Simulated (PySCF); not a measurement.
Be: excitation energy

Be [He] 2s2 (1S) → Be [He] 2p2 (3P), as a difference of total energies. Computed with PySCF 2.14 in dyall-acv3z (15s9p4d2f, 76 functions), with no relativity, point nucleus. Correlated levels: valence: 1s2 frozen; valence and next inner shell: nothing frozen; virtual orbitals above 40 to 60 times the deepest correlated orbital energy dropped. The calculations carry no spin-orbit coupling.

```tsv
method	excitation energy (cm⁻¹)
UHF	51928
LDA	48036
PBE	47814
PBE0	50126
r2SCAN	48756
B3LYP	50857
CAM-B3LYP	53123
PW91	47913
MP2 (valence)	56998
SCS-MP2 (valence)	59168
MP2 (valence and next inner shell)	57028
```

Q: Estimate what wB97M-V gives.

A: 53181 cm⁻¹, closest to CAM-B3LYP among the rows shown.

Q: Estimate what SCS-MP2 (valence and next inner shell) gives.

A: 59311 cm⁻¹, closest to SCS-MP2 (valence) among the rows shown.

Errors of the correlated levels include the incompleteness of this basis and the frozen core.

For comparison: 59696 cm⁻¹ (measured; NIST levels, between the centres of gravity of the two terms).
